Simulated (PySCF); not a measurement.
Computed IR spectrum (relative IR intensity) of a molecule CH5ClO2Si. Geometry optimised at PBE-D3(BJ)/def2-SVP. The values are those of a single conformer. Computed with PySCF with PBE-D3(BJ)/def2-SVP. Frequencies are harmonic and unscaled.

Lines under 2 % of the strongest are left out, and lines within 2 cm⁻¹ are merged.

ν (cm⁻¹): 148 (w), 181 (w), 280 (m), 312 (w), 339 (m), 517 (m), 725 (m), 765 (w), 808 (vs), 866 (vs), 929 (m), 1125 (s), 1137 (vw), 1174 (s), 1425 (vw), 2244 (m), 2934 (m), 3012 (w), 3050 (w), 3760 (m) (against the strongest line: vs over 80 %, s over 45 %, m over 15 %, w over 4 %, vw less)

### Question
Pick the molecule that these values belong to.
(A) C[Si](O)(O)Cl
(B) OC[Si@@H](O)Cl
(C) CO[SiH](O)Cl

### Answer
C, CO[SiH](O)Cl
